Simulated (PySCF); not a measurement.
H4GeOS3, singlet, geometry from GFN2-xTB; PySCF with CASSCF(4,5)/STO-3G.

The PySCF input:
```python
from pyscf import gto, scf, mcscf, mp
import numpy

mol = gto.Mole()
mol.atom = '''
    O    -0.168916   -1.462511    1.246493
    Ge   -0.010615   -0.128703    0.121614
    S    -0.933526   -0.952420   -1.752307
    S    -1.153389    1.618572    1.002769
    S     2.198705    0.326264   -0.097117
    H     0.166768   -1.351032    2.134661
    H    -1.243050   -2.081180   -1.137435
    H    -1.067980    2.359197   -0.093423
    H     2.046638    1.012951   -1.220917
'''
mol.basis = 'sto-3g'
mol.charge = 0
mol.spin = 0
mol.verbose = 4
mol.build()

mf = scf.RHF(mol)
mf.kernel()
mc = mcscf.CASSCF(mf, 5, 4)
mc.fix_spin_(ss=0.0)
noons, natorbs = mcscf.addons.make_natural_orbitals(mp.MP2(mf).run())
mc.kernel(natorbs)
occ = numpy.linalg.eigvalsh(mc.fcisolver.make_rdm1(mc.ci, mc.ncas, mc.nelecas))[::-1]
ss = mc.fcisolver.spin_square(mc.ci, mc.ncas, mc.nelecas)[0]
print('natural occupations', occ.round(4), ' <S^2>', round(ss, 4))
```

The log (banner, timings and long lists left out):

```
PySCF version 2.14.0

[INPUT] verbose = 4
[INPUT] num. atoms = 9
[INPUT] num. electrons = 92
[INPUT] charge = 0
[INPUT] spin (= nelec alpha-beta = 2S) = 0
[INPUT] symmetry False subgroup None
[INPUT] Mole.unit = angstrom
[INPUT] Symbol           X                Y                Z      unit          X                Y                Z       unit  Magmom
[...]
nuclear repulsion = 682.288096089423
number of shells = 30
number of NR pGTOs = 162
number of NR cGTOs = 54
basis = sto-3g
ecp = {}

******** <class 'pyscf.scf.hf.RHF'> ********
method = RHF
initial guess = minao
damping factor = 0
level_shift factor = 0
DIIS = <class 'pyscf.scf.diis.CDIIS'>
diis_start_cycle = 1
diis_space = 8
diis_damp = 0
SCF conv_tol = 1e-09
SCF conv_tol_grad = None
SCF max_cycles = 50
direct_scf = True
direct_scf_tol = 1e-13
Set gradient conv threshold to 3.16228e-05
Initial guess from minao.
init E= -3304.33974053691
[...]
cycle= 1 E= -3307.4088222866  delta_E= -3.07  |g|= 0.543  |ddm|=  3.8
[...]
cycle= 2 E= -3307.52781625771  delta_E= -0.119  |g|= 0.108  |ddm|= 1.01
[...]
cycle= 3 E= -3307.53290339751  delta_E= -0.00509  |g|= 0.0275  |ddm|= 0.217
[...]
cycle= 4 E= -3307.53329589175  delta_E= -0.000392  |g|= 0.00595  |ddm|= 0.055
[...]
cycle= 5 E= -3307.53332568428  delta_E= -2.98e-05  |g|= 0.000924  |ddm|= 0.0204
[...]
cycle= 6 E= -3307.5333264268  delta_E= -7.43e-07  |g|= 0.000167  |ddm|= 0.00322
[...]
cycle= 7 E= -3307.53332644953  delta_E= -2.27e-08  |g|= 4.43e-05  |ddm|= 0.000522
[...]
cycle= 8 E= -3307.53332645122  delta_E= -1.69e-09  |g|= 1.11e-05  |ddm|= 0.000148
[...]
cycle= 9 E= -3307.53332645133  delta_E= -1.09e-10  |g|= 1.8e-06  |ddm|= 4.34e-05
[...]
Extra cycle  E= -3307.53332645134  delta_E= -1e-11  |g|= 7.83e-07  |ddm|= 4.58e-06
converged SCF energy = -3307.53332645134

******** <class 'pyscf.mp.mp2.RMP2'> ********
nocc = 46, nmo = 54
E(RMP2) = -3307.66850893085  E_corr = -0.135182479514798
E(SCS-RMP2) = -3307.68191012336  E_corr = -0.14858367202231
E_corr(same-spin) = -0.0157330423793634
E_corr(oppo-spin) = -0.119449437135435

******** <class 'pyscf.mcscf.mc1step.CASSCF'> ********
CAS (2e+2e, 5o), ncore = 44, nvir = 5
max_cycle_macro = 50
max_cycle_micro = 4
conv_tol = 1e-07
conv_tol_grad = None
orbital rotation max_stepsize = 0.02
orbital rotation threshold for CI restart = 0.01
augmented hessian ah_max_cycle = 30
augmented hessian ah_conv_tol = 1e-12
augmented hessian ah_linear dependence = 1e-14
augmented hessian ah_level shift = 1e-08
augmented hessian ah_start_tol = 2.5
augmented hessian ah_start_cycle = 3
augmented hessian ah_grad_trust_region = 3
kf_trust_region = 3
kf_interval = 4
ci_response_space = 4
ci_grad_trust_region = 3
with_dep4 0
natorb = False
canonicalization = True
sorting_mo_energy = False
ao2mo_level = 2
internal_rotation = False
******** <class 'pyscf.fci.addons.SpinPenaltyFCISolver'> ********
max. cycles = 50
conv_tol = 1e-08
davidson only = True
linear dependence = 1e-12
level shift = 0.001
max iter space = 12
nroots = 1
pspace_size = 400
spin = None
CASCI E = -3307.55058341384  S^2 = 0.0000000
Set conv_tol_grad to 0.000316228
macro iter   1 ( 21 JK    4 micro), CASSCF E = -3307.55563565012  dE = -5.05223629e-03  S^2 = 0.0000000
               |grad[o]|=0.021  |grad[c]|=0.0443  |ddm|=0.0205  |maxRot[o]|= 0.25
macro iter   2 ( 21 JK    4 micro), CASSCF E = -3307.55745850066  dE = -1.82285054e-03  S^2 = 0.0000000
               |grad[o]|=0.00877  |grad[c]|=0.0291  |ddm|=0.0131  |maxRot[o]|=0.171
macro iter   3 ( 21 JK    4 micro), CASSCF E = -3307.55810145496  dE = -6.42954302e-04  S^2 = 0.0000000
               |grad[o]|=0.00632  |grad[c]|=0.0204  |ddm|=0.0177  |maxRot[o]|=0.115
macro iter   4 ( 21 JK    4 micro), CASSCF E = -3307.55860169992  dE = -5.00244960e-04  S^2 = 0.0000000
               |grad[o]|=0.00567  |grad[c]|=0.0228  |ddm|=0.0093  |maxRot[o]|=0.193
macro iter   5 ( 21 JK    4 micro), CASSCF E = -3307.55968851553  dE = -1.08681561e-03  S^2 = 0.0000000
               |grad[o]|=0.0057  |grad[c]|=0.0212  |ddm|=0.00906  |maxRot[o]|=0.0849
macro iter   6 ( 21 JK    4 micro), CASSCF E = -3307.55973477864  dE = -4.62631133e-05  S^2 = 0.0000000
               |grad[o]|=0.0034  |grad[c]|=0.00895  |ddm|=0.00436  |maxRot[o]|=0.0297
macro iter   7 ( 21 JK    4 micro), CASSCF E = -3307.55970713805  dE =  2.76405913e-05  S^2 = 0.0000000
               |grad[o]|=0.00269  |grad[c]|=0.00918  |ddm|=0.00393  |maxRot[o]|=0.0351
macro iter   8 ( 21 JK    4 micro), CASSCF E = -3307.56008470339  dE = -3.77565332e-04  S^2 = 0.0000000
               |grad[o]|=0.00277  |grad[c]|=0.00171  |ddm|=0.00155  |maxRot[o]|=0.0579
macro iter   9 ( 19 JK    4 micro), CASSCF E = -3307.56012984806  dE = -4.51446754e-05  S^2 = 0.0000000
               |grad[o]|=0.00151  |grad[c]|=0.00231  |ddm|=0.00199  |maxRot[o]|=0.0264
macro iter  10 ( 17 JK    4 micro), CASSCF E = -3307.56018903298  dE = -5.91849148e-05  S^2 = 0.0000000
               |grad[o]|=0.00133  |grad[c]|=0.00235  |ddm|=0.00136  |maxRot[o]|=0.0296
macro iter  11 ( 14 JK    4 micro), CASSCF E = -3307.56021426970  dE = -2.52367222e-05  S^2 = 0.0000000
               |grad[o]|=0.000903  |grad[c]|=0.00159  |ddm|=0.00109  |maxRot[o]|=0.0322
macro iter  12 ( 12 JK    4 micro), CASSCF E = -3307.56023400058  dE = -1.97308837e-05  S^2 = 0.0000000
               |grad[o]|=0.000696  |grad[c]|=0.00095  |ddm|=0.000674  |maxRot[o]|=0.0288
macro iter  13 (  9 JK    2 micro), CASSCF E = -3307.56024315459  dE = -9.15401188e-06  S^2 = 0.0000000
               |grad[o]|=0.000408  |grad[c]|=0.000241  |ddm|=0.000278  |maxRot[o]|=0.0262
macro iter  14 (  6 JK    1 micro), CASSCF E = -3307.56024403968  dE = -8.85087502e-07  S^2 = 0.0000000
               |grad[o]|=0.000117  |grad[c]|=0.000331  |ddm|=8.03e-05  |maxRot[o]|=0.0111
macro iter  15 (  3 JK    1 micro), CASSCF E = -3307.56024411605  dE = -7.63698154e-08  S^2 = 0.0000000
               |grad[o]|=0.000141  |grad[c]|=0.000157  |ddm|=4.62e-05  |maxRot[o]|=0.00556
1-step CASSCF converged in  15 macro (248 JK  52 micro) steps
CASSCF canonicalization
Density matrix diagonal elements [1.97387254 1.97500799 0.02108853 0.01639698 0.01363397]
CASSCF energy = -3307.56024411605
CASCI E = -3307.56024411605  E(CI) = -3.83922354480319  S^2 = 0.0000000
natural occupations [1.9788e+00 1.9706e+00 2.9100e-02 2.0900e-02 6.0000e-04]  <S^2> 0.0
```
